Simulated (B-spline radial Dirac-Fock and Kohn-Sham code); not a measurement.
## What relativity does to the binding energies of Lu⁶⁵⁺

System: the Lu⁶⁵⁺ ion, [He] 2s2 2p2.

Both columns are ΔSCF binding energies of the configuration average from an atomic code on a B-spline grid: non-relativistic Hartree-Fock with a point nucleus, and Dirac-Fock with a finite nucleus and the Coulomb interaction alone, averaged over the two j levels with weights 2j+1.

```csv
shell,Hartree-Fock (eV),Dirac-Fock (eV),shift (eV),shift (%)
1s,65752.0,70758.7,+5006.71,+7.61
2s,15548.7,17038.2,+1489.55,+9.58
2p,15372.1,15982.3,+610.18,+3.97
```

Relativity binds 1s, 2s, 2p more strongly, among those listed most of all 2s in relative terms.

Values without a named source are computed, but for edge energies of neutral atoms, which are taken from tables.
